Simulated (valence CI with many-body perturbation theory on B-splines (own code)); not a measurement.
Forbidden lines of Pm21+

Method: valence CI with perturbative core correlation (CI+MBPT): four valence electrons over a frozen Dirac-Fock core [Kr], a basis of 9 s, 9 p, 10 d, 8 f, 5 g, 3 h, 1 i functions for each j, with the one-electron correlation potential Σ1, the two-electron term Σ2, the three-electron term Σ3, Breit, model QED; selected CI, second order for the rest (own B-spline code, finite nucleus).

No measured spectrum was set against this ion. As an estimate, terms of the open shell hold to 2 to 4 % of their energy, and close levels can change places. Only levels of the ground parity were solved; by the run's estimate the other parity begins above the list, which can be wrong where configurations are misplaced.

Lines 51 to 100 of 119 in falling wavelength, among levels below 310370 cm⁻¹, chosen from the decays that carry over 1 % of a level's rate. Wavelengths and rates use the calculated energies, so an error of 2000 cm⁻¹ moves a line at 2003 Å by 4 % and its rate by three times that or more. Electric multipoles are in the length gauge, E1 and E2 with the static RPA response of the core. S is in atomic units (e²a₀⁴ for E2 and M2, e²a₀⁶ for E3), for M1 in squared Bohr magnetons. Weak lines are less certain than strong ones. Lines between different terms over intervals too small for the method are left out, as are lines whose strength nearly cancels.

Levels are named by their leading jj configuration (3d3/2^4 stands for four electrons in 3d with j = 3/2), which in mixed levels can hold well under half, so a name can repeat and another be missing. Letters in brackets count levels of one name in rising energy.

| λ vac (Å) | Upper | Lower | Type | A (s⁻¹) | S (a.u.) |
| --- | --- | --- | --- | --- | --- |
| 2003 | (4d3/2^2 4d5/2^2) J=6 | (4d3/2^3 4d5/2) J=4 | E2 | 4.23e-02 | 1.58e-02 |
| 1976 | (4d3/2 4d5/2^3) J=1 [b] | (4d3/2 4d5/2^3) J=1 [a] | M1 | 1.65e+02 | 1.41e-01 |
| 1951 | (4d3/2^2 4d5/2^2) J=0 [a] | (4d3/2^3 4d5/2) J=1 | M1 | 4.71e+03 | 1.30e+00 |
| 1891 | (4d5/2^4) J=4 | (4d3/2 4d5/2^3) J=5 | M1 | 3.32e+02 | 7.49e-01 |
| 1863 | (4d3/2 4d5/2^3) J=6 | (4d3/2^2 4d5/2^2) J=5 | M1 | 9.68e+02 | 3.01e+00 |
| 1806 | (4d3/2 4d5/2^3) J=3 [b] | (4d3/2^2 4d5/2^2) J=3 [b] | M1 | 9.14e+02 | 1.40e+00 |
| 1771 | (4d3/2 4d5/2^3) J=3 [b] | (4d3/2^2 4d5/2^2) J=2 [b] | M1 | 5.12e+02 | 7.37e-01 |
| 1762 | (4d3/2^2 4d5/2^2) J=1 | (4d3/2^3 4d5/2) J=2 | M1 | 2.29e+03 | 1.40e+00 |
| 1737 | (4d3/2^2 4d5/2^2) J=2 [e] | (4d3/2^2 4d5/2^2) J=3 [b] | M1 | 4.72e+02 | 4.58e-01 |
| 1733 | (4d3/2 4d5/2^3) J=1 [a] | (4d3/2^2 4d5/2^2) J=2 [a] | M1 | 1.46e+03 | 8.43e-01 |
| 1722 | (4d3/2^2 4d5/2^2) J=4 [b] | (4d3/2^3 4d5/2) J=4 | M1 | 1.24e+01 | 2.10e-02 |
| 1717 | (4d3/2^2 4d5/2^2) J=4 [b] | (4d3/2^3 4d5/2) J=3 | M1 | 1.18e+02 | 1.99e-01 |
| 1704 | (4d3/2^2 4d5/2^2) J=2 [e] | (4d3/2^2 4d5/2^2) J=2 [b] | M1 | 1.93e+02 | 1.78e-01 |
| 1698 | (4d3/2^2 4d5/2^2) J=4 [c] | (4d3/2^2 4d5/2^2) J=5 | M1 | 9.47e+01 | 1.55e-01 |
| 1697 | (4d3/2 4d5/2^3) J=3 [b] | (4d3/2^2 4d5/2^2) J=4 [b] | M1 | 3.78e+02 | 4.79e-01 |
| 1680 | (4d3/2 4d5/2^3) J=3 [c] | (4d3/2^2 4d5/2^2) J=2 [c] | M1 | 4.82e+02 | 5.93e-01 |
| 1667 | (4d3/2 4d5/2^3) J=3 [c] | (4d3/2 4d5/2^3) J=3 [a] | M1 | 3.14e+01 | 3.77e-02 |
| 1648 | (4d3/2^2 4d5/2^2) J=2 [d] | (4d3/2^2 4d5/2^2) J=1 | M1 | 1.62e+02 | 1.35e-01 |
| 1648 | (4d3/2^2 4d5/2^2) J=2 [b] | (4d3/2^3 4d5/2) J=3 | M1 | 1.47e+01 | 1.22e-02 |
| 1646 | (4d3/2 4d5/2^3) J=1 [b] | (4d3/2^2 4d5/2^2) J=2 [c] | M1 | 7.22e+02 | 3.58e-01 |
| 1624 | (4d5/2^4) J=4 | (4d3/2 4d5/2^3) J=3 [a] | M1 | 1.19e+03 | 1.71e+00 |
| 1622 | (4d3/2^2 4d5/2^2) J=3 [b] | (4d3/2^3 4d5/2) J=4 | M1 | 1.01e+03 | 1.12e+00 |
| 1618 | (4d3/2^2 4d5/2^2) J=3 [b] | (4d3/2^3 4d5/2) J=3 | M1 | 6.15e+01 | 6.76e-02 |
| 1559 | (4d3/2^2 4d5/2^2) J=2 [a] | (4d3/2^3 4d5/2) J=1 | M1 | 1.63e+03 | 1.15e+00 |
| 1539 | (4d3/2 4d5/2^3) J=5 | (4d3/2^2 4d5/2^2) J=4 [a] | M1 | 2.02e+02 | 3.00e-01 |
| 1537 | (4d3/2 4d5/2^3) J=0 | (4d3/2^2 4d5/2^2) J=1 | M1 | 3.36e+03 | 4.52e-01 |
| 1504 | (4d3/2^2 4d5/2^2) J=4 [c] | (4d3/2^2 4d5/2^2) J=3 [a] | M1 | 5.71e+02 | 6.48e-01 |
| 1422 | (4d3/2 4d5/2^3) J=3 [c] | (4d3/2 4d5/2^3) J=4 [a] | M1 | 3.48e+02 | 2.60e-01 |
| 1419 | (4d3/2^2 4d5/2^2) J=2 [b] | (4d3/2^3 4d5/2) J=2 | M1 | 8.89e+01 | 4.71e-02 |
| 1417 | (4d3/2 4d5/2^3) J=1 [a] | (4d3/2^2 4d5/2^2) J=0 [a] | M1 | 2.12e+03 | 6.70e-01 |
| 1415 | (4d3/2^2 4d5/2^2) J=2 [d] | (4d3/2^2 4d5/2^2) J=2 [a] | M1 | 4.41e+01 | 2.32e-02 |
| 1397 | (4d3/2^2 4d5/2^2) J=3 [b] | (4d3/2^3 4d5/2) J=2 | M1 | 7.27e+01 | 5.15e-02 |
| 1391 | (4d5/2^4) J=4 | (4d3/2 4d5/2^3) J=4 [a] | M1 | 3.37e+03 | 3.03e+00 |
| 1387 | (4d3/2^2 4d5/2^2) J=2 [d] | (4d3/2^2 4d5/2^2) J=3 [a] | M1 | 2.04e+02 | 1.01e-01 |
| 1381 | (4d3/2^2 4d5/2^2) J=2 [e] | (4d3/2^2 4d5/2^2) J=1 | M1 | 7.28e+02 | 3.56e-01 |
| 1358 | (4d3/2 4d5/2^3) J=4 [a] | (4d3/2^3 4d5/2) J=4 | M1 | 6.37e+01 | 5.33e-02 |
| 1356 | (4d3/2 4d5/2^3) J=4 [a] | (4d3/2^3 4d5/2) J=3 | M1 | 5.98e+02 | 4.97e-01 |
| 1346 | (4d3/2^2 4d5/2^2) J=4 [c] | (4d3/2^2 4d5/2^2) J=4 [a] | M1 | 6.80e+02 | 5.54e-01 |
| 1247 | (4d3/2 4d5/2^3) J=3 [b] | (4d3/2^2 4d5/2^2) J=2 [a] | M1 | 4.18e+01 | 2.10e-02 |
| 1225 | (4d3/2 4d5/2^3) J=3 [b] | (4d3/2^2 4d5/2^2) J=3 [a] | M1 | 4.04e+02 | 1.93e-01 |
| 1193 | (4d3/2^2 4d5/2^2) J=2 [e] | (4d3/2^2 4d5/2^2) J=3 [a] | M1 | 1.11e+03 | 3.51e-01 |
| 1192 | (4d5/2^4) J=4 | (4d3/2^2 4d5/2^2) J=3 [b] | M1 | 2.21e+02 | 1.25e-01 |
| 1189 | (4d3/2 4d5/2^3) J=3 [a] | (4d3/2^3 4d5/2) J=3 | M1 | 3.66e+02 | 1.60e-01 |
| 1183 | (4d3/2^2 4d5/2^2) J=2 [c] | (4d3/2^3 4d5/2) J=3 | M1 | 2.94e+03 | 9.01e-01 |
| 1182 | (4d3/2 4d5/2^3) J=1 [b] | (4d3/2^2 4d5/2^2) J=2 [b] | M1 | 1.11e+02 | 2.03e-02 |
| 1165 | (4d3/2 4d5/2^3) J=3 [c] | (4d3/2^2 4d5/2^2) J=4 [b] | M1 | 6.28e+01 | 2.57e-02 |
| 1138 | (4d3/2^2 4d5/2^2) J=2 [b] | (4d3/2^3 4d5/2) J=1 | M1 | 1.93e+02 | 5.27e-02 |
| 1119 | (4d3/2 4d5/2^3) J=3 [b] | (4d3/2^2 4d5/2^2) J=4 [a] | M1 | 4.89e+02 | 1.78e-01 |
| 1080 | (4d3/2 4d5/2^3) J=5 | (4d3/2^3 4d5/2) J=4 | M1 | 4.68e+01 | 2.40e-02 |
| 1065 | (4d3/2 4d5/2^3) J=3 [a] | (4d3/2^3 4d5/2) J=2 | M1 | 6.59e+02 | 2.07e-01 |
